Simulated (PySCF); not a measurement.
# How methods differ on the ionisation energy of Mn⁺

Mn⁺ [Ar] 3d5 4s1 (7S) → Mn²⁺ [Ar] 3d5 (6S), as a difference of total energies. Computed with PySCF 2.14 in x2c-TZVPPall, with scalar relativity by spin-free X2C-1e. Correlated levels: valence: [Ar] frozen; valence and next inner shell: [Ne] frozen. The calculations carry no spin-orbit coupling.

```json
{"method": "UHF", "ionisation energy (eV)": "14.856"}
{"method": "LDA", "ionisation energy (eV)": "16.502"}
{"method": "PBE0", "ionisation energy (eV)": "15.948"}
{"method": "r2SCAN", "ionisation energy (eV)": "16.138"}
{"method": "wB97X", "ionisation energy (eV)": "15.366"}
{"method": "LC-wPBE", "ionisation energy (eV)": "15.734"}
{"method": "M06-2X", "ionisation energy (eV)": "15.498"}
{"method": "MP2 (valence)", "ionisation energy (eV)": "15.278"}
{"method": "SCS-MP2 (valence)", "ionisation energy (eV)": "14.997"}
{"method": "MP2 (valence and next inner shell)", "ionisation energy (eV)": "15.607"}
{"method": "SCS-MP2 (valence and next inner shell)", "ionisation energy (eV)": "15.336"}
```

**Question.** Estimate what PW91 gives.

**Answer.** 16.330 eV, closest to LDA among the rows shown.

**Question.** Estimate what PBE gives.

**Answer.** 16.261 eV, closest to r2SCAN among the rows shown.

Errors of the correlated levels include the incompleteness of this basis and the frozen core.

For comparison: 15.640 eV (measured; NIST Atomic Spectra Database, ionization energies).
